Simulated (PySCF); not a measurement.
## Stretching DyS

Set-up: basis Dy x2c-SVPall, S x2c-SVPall; spin-free X2C with a Gaussian nucleus; PySCF 2.14. Energies in eV from Dy (4f10 6s2) + S in their ground configurations at the same level. State: septet, about 9.3 electrons in the 4f shell (Mulliken), real f orbitals that mix terms.

| R (Å) | r²SCAN | B97-3 | PBE0 |
| --- | --- | --- | --- |
| 1.962 | -2.784 | -2.213 | -2.621 |
| 2.053 | -3.668 | -3.149 | -3.517 |
| 2.144 | -4.171 | -3.688 | -4.014 |
| 2.213 | -4.361 | -3.895 | -4.191 |
| 2.281 | -4.431 | -3.970 | -4.238 |
| 2.349 | -4.413 | -3.943 | -4.183 |
| 2.441 | -4.308 | -3.786 | -3.993 |
| 2.555 | -4.101 | -3.457 | -3.625 |
| 2.692 | -3.789 | -2.978 | -3.143 |
| 2.874 | -3.331 |  |  |

Q: Put a parabola through the three lowest points of the B97-3 curve and estimate Re, k and ωe (reduced mass 26.75 u; 1 eV/Å² = 0.16022 mdyn/Å; ωe = 1302.8·√(k/μ) cm⁻¹).

A: Through R = 2.213, 2.281, 2.349 Å the second-order coefficient is 11.0 eV/Å², so Re ≈ 2.297 Å, k ≈ 3.53 mdyn/Å and ωe ≈ 474 cm⁻¹. A polynomial fit of higher order to the unrounded B97-3 energies gives Re = 2.295 Å, k = 3.33 mdyn/Å, ωe = 460 cm⁻¹; anharmonicity and rounding make the difference.

The higher-order fit for each curve: B97-3: Re = 2.295 Å, ωe = 460 cm⁻¹, De = 3.97 eV; PBE0: Re = 2.276 Å, ωe = 473 cm⁻¹, De = 4.24 eV. R²SCAN gives no reliable minimum on this grid.

Spin–orbit coupling is left out, which matters for elements this heavy, above all for dissociation energies. Counting both spins, an empty level lies below a filled one in some of these solutions, because spin and occupation are held. The state is the lowest single determinant that the PBE0 search found; with open d or f shells the true ground state can be another one.
